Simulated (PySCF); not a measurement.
## Correlation energy of Cl(3+) (chlorine, charge +3)

[Ne] 3s2 3p2, high-spin 3P determinant. Calculation: PySCF 2.14, in dyall-av3z (19s12p3d2f, 84 functions); the non-relativistic Hamiltonian (point nucleus). Frozen: [Ne]; 4 electrons correlated; the 26 highest virtual orbitals of each spin left out.

MP2 pair energies summed by pair of shells (mhartree):

| pair | energy | share (%) |
| --- | --- | --- |
| 3s-3p | -46.86 | 63.2 |
| 3s-3s | -19.69 | 26.5 |
| 3p-3p | -7.65 | 10.3 |

Total MP2 correlation energy: -74.21 mhartree.

Same-spin part -12.04 and opposite-spin part -62.17 mhartree; SCS-MP2 scales them by 1/3 and 6/5 to -78.61 mhartree.
